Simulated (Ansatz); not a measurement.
Cu(AsH3)(OH) (CuAsOH4) was relaxed with PBE-D4 (def2-TZVP) in Ansatz in these states: charge +1 doublet, neutral singlet. The geometries follow in no particular order.

A:

```xyz
7

Cu    0.088    1.047    0.295
As   -0.375   -1.240    0.035
H     0.079   -1.852   -1.267
H    -1.832   -1.636    0.080
H     0.242   -2.165    1.056
O     0.982    2.595    0.257
H     0.815    3.251   -0.456
```

B:

```
atom    x (Å)    y (Å)    z (Å)
 Cu1   0.6155   0.7109   0.4551
 As2  -0.6680  -0.7413  -0.6736
  H3  -2.1050  -1.0022  -0.2412
  H4  -0.2616  -2.2033  -0.8117
  H5  -0.9653  -0.4997  -2.1471
  O6   1.6660   1.9364   1.2291
  H7   1.7185   1.7992   2.1895
```

**Question.** Judge from the bond lengths which geometry belongs to which state (an estimate).

**Answer.** A is the charge +1 doublet (Cu1–As2 2.348 Å, As2–H3 1.509 Å, As2–H5 1.509 Å); B is the neutral singlet (Cu1–As2 2.243 Å, As2–H3 1.523 Å, As2–H5 1.523 Å).
